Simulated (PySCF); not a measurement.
This PySCF input asks for the NMR shieldings of SMILES [Cl][Al@@H-]([N+]#C)[CH2]C(Cl)Cl, C3H5AlCl3N; the geometry comes from GFN2-xTB.

```python
import basis_set_exchange as bse
import numpy as np
from pyscf import gto, dft
from pyscf.prop import nmr

atoms = """
C     2.929633    0.634885   -0.455432
N     1.873295    0.222404   -0.335285
Al    0.365044   -1.048458    0.246553
Cl    0.895566   -2.528021   -1.070002
C    -1.630924   -0.573895    0.274245
C    -1.486370    0.893019   -0.029660
Cl   -0.401147    1.582005    1.187193
Cl   -0.648445    1.027487   -1.592218
H     3.906753    1.024658   -0.573028
H     1.025632   -1.051662    1.641712
H    -2.144520   -0.671912    1.237846
H    -2.300321   -1.019888   -0.473841
H    -2.388584    1.509864   -0.075811
"""
names = dict.fromkeys(["C", "N", "Al", "Cl", "H"], "pcSseg-1")
basis = {el: gto.basis.parse(bse.get_basis(n, elements=[el], fmt="nwchem")) for el, n in names.items()}
mol = gto.M(atom=atoms, basis=basis, charge=0, verbose=0)
mf = dft.RKS(mol, xc="PBE0")
mf.grids.level = 2
mf.grids.alignment = dft.numint.BLKSIZE   # the property module wants whole blocks of grid points
mf.conv_tol = 1e-9
mf.kernel()

calc = nmr.RKS(mf)   # GIAO
C = mf.mo_coeff
Co = C[:, mf.mo_occ > 0]
resp = mf.gen_response(singlet=True, hermi=2)
def vind(x):   # induced exchange potential for any number of trial vectors
    d = np.einsum("pi,xij,qj->xpq", C, 2 * x.reshape(-1, C.shape[1], Co.shape[1]), Co, optimize=True)
    return np.einsum("xpq,pi,qj->xij", resp(d - d.transpose(0, 2, 1)), C, Co, optimize=True).ravel()
mo1, _ = nmr.rhf.solve_mo1(calc, with_cphf=vind)
sigma = calc.kernel(mo1)
for i, s in enumerate(sigma):   # ppm
    w = np.linalg.eigvalsh((s + s.T) / 2)
    print("%2d %-2s iso %8.1f  s11 %8.1f  s22 %8.1f  s33 %8.1f" % (i, mol.atom_pure_symbol(i), w.mean(), *w))
```

Q: What are the results?

A: 
```
 0 C  iso     69.9  s11    -14.9  s22    -11.7  s33    236.3
 1 N  iso      5.2  s11   -172.6  s22   -172.5  s33    360.7
 2 Al iso    441.8  s11    392.1  s22    454.2  s33    479.1
 3 Cl iso    950.1  s11    858.9  s22    972.0  s33   1019.4
 4 C  iso    142.6  s11    129.8  s22    136.5  s33    161.6
 5 C  iso     92.7  s11     64.3  s22    103.1  s33    110.6
 6 Cl iso    624.2  s11    385.2  s22    563.9  s33    923.6
 7 Cl iso    593.4  s11    371.2  s22    477.0  s33    931.8
 8 H  iso     27.8  s11     23.0  s22     23.3  s33     37.1
 9 H  iso     27.0  s11     23.7  s22     25.5  s33     31.6
10 H  iso     30.0  s11     25.8  s22     28.0  s33     36.2
11 H  iso     30.0  s11     27.2  s22     27.3  s33     35.6
12 H  iso     25.1  s11     21.4  s22     23.5  s33     30.5
```

These numbers come from an equivalent density-fitted implementation of the same equations, which agrees with the script to about 0.01 ppm for H and up to a few tenths of a ppm for heavy atoms, so last digits may differ.

Size and cost of the density-fitted run: 189 basis functions, 32 s wall time on 1 thread of an Arm Neoverse V2, shared host; peak memory 0.83 GiB.
